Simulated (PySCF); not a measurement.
C6H7F3Si.
Atom-mapped SMILES: `[F:1][C:2]([F:3])([F:4])[C:5]#[C:6][CH:7]1[CH2:8][SiH2:9][CH2:10]1` (hydrogens: H11 on C7; H12, H13 on C8; H14, H15 on Si9; H16, H17 on C10)

Level: PBE0/def2-SVPD in PySCF, non-relativistic, on one gas-phase PBE0-D3(BJ)/def2-SVP geometry that isn't relaxed in the solvent. The solvent is an IEF-PCM continuum (cavity from Bondi-type radii × 1.2), and excitations are vertical TDDFT with non-equilibrium linear response and a frozen core. Only the electrostatic response of the medium enters.

Gas-phase singlets (H = HOMO, L = LUMO):

| state | E (eV) | λ (nm) | f | leading configurations |
| --- | --- | --- | --- | --- |
| S1 | 6.089 | 204 | 0.000 | H→L 76%, H→L+3 8%, H-1→L+1 8% |
| S2 | 6.371 | 195 | 0.019 | H-1→L 48%, H→L+1 36% |
| S3 | 6.398 | 194 | 0.000 | H-1→L+1 72%, H→L 12%, H-1→L+2 9% |
| S4 | 7.213 | 172 | 0.010 | H-3→L 64%, H→L+3 23% |
| S5 | 7.325 | 169 | 0.282 | H-2→L 64%, H-1→L 22%, H→L+1 9% |

Give the list for benzene (ε = 2.271), n² = 2.25.

| state | E (eV) | λ (nm) | f | leading configurations | change by rank (eV) |
| --- | --- | --- | --- | --- | --- |
| S1 | 6.090 | 204 | 0.000 | H→L 77% | +0.001 |
| S2 | 6.363 | 195 | 0.026 | H-1→L 48%, H→L+1 37% | -0.008 |
| S3 | 6.396 | 194 | 0.000 | H-1→L+1 74%, H→L 11%, H-2→L+1 8% | -0.002 |
| S4 | 7.178 | 173 | 0.013 | H-3→L 65%, H→L+3 20% | -0.035 |
| S5 | 7.192 | 172 | 0.388 | H-2→L 60%, H-1→L 27%, H→L+1 10% | -0.133 |

How do the frontier levels move from gas to benzene?

```json
{"orbital": "LUMO+2", "gas (eV)": "0.45", "solvent (eV)": "0.57", "change (eV)": "+0.12", "Löwdin shares, gas": "C6 17 %, Si9 15 %, C5 12 %, C10 7 %", "Löwdin shares, solvent": "C6 16 %, C5 13 %, Si9 13 %, C2 7 %"}
{"orbital": "LUMO+1", "gas (eV)": "-0.06", "solvent (eV)": "0.01", "change (eV)": "+0.07", "Löwdin shares, gas": "C6 21 %, C5 20 %, C7 10 %, Si9 8 %", "Löwdin shares, solvent": "C6 24 %, C5 23 %, C7 10 %, C2 8 %"}
{"orbital": "LUMO", "gas (eV)": "-0.49", "solvent (eV)": "-0.38", "change (eV)": "+0.11", "Löwdin shares, gas": "Si9 21 %, C5 15 %, C6 13 %, C8 8 %", "Löwdin shares, solvent": "Si9 18 %, C5 17 %, C6 16 %, C8 7 %"}
{"orbital": "HOMO", "gas (eV)": "-8.24", "solvent (eV)": "-8.14", "change (eV)": "+0.10", "Löwdin shares, gas": "C5 29 %, C6 24 %, C7 8 %, C10 8 %", "Löwdin shares, solvent": "C5 26 %, C6 21 %, Si9 9 %, C7 9 %"}
{"orbital": "HOMO-1", "gas (eV)": "-8.31", "solvent (eV)": "-8.23", "change (eV)": "+0.08", "Löwdin shares, gas": "C5 32 %, C6 28 %, C8 9 %, C10 9 %", "Löwdin shares, solvent": "C5 29 %, C6 24 %, C8 12 %, C10 12 %"}
{"orbital": "HOMO-2", "gas (eV)": "-8.98", "solvent (eV)": "-8.80", "change (eV)": "+0.18", "Löwdin shares, gas": "C8 24 %, C10 24 %, Si9 17 %, C7 6 %", "Löwdin shares, solvent": "C8 22 %, C10 22 %, Si9 14 %, C5 9 %"}
{"orbital": "HOMO-3", "gas (eV)": "-9.27", "solvent (eV)": "-9.12", "change (eV)": "+0.15", "Löwdin shares, gas": "Si9 17 %, C6 16 %, C10 12 %, C8 12 %", "Löwdin shares, solvent": "C6 16 %, Si9 16 %, C5 12 %, C7 11 %"}
```

The HOMO–LUMO gap goes from 7.75 to 7.77 eV. Rows go by rank; for HOMO-3 and HOMO-2 the atom shares or the degeneracy differ between the runs, so the row needn't follow one orbital.
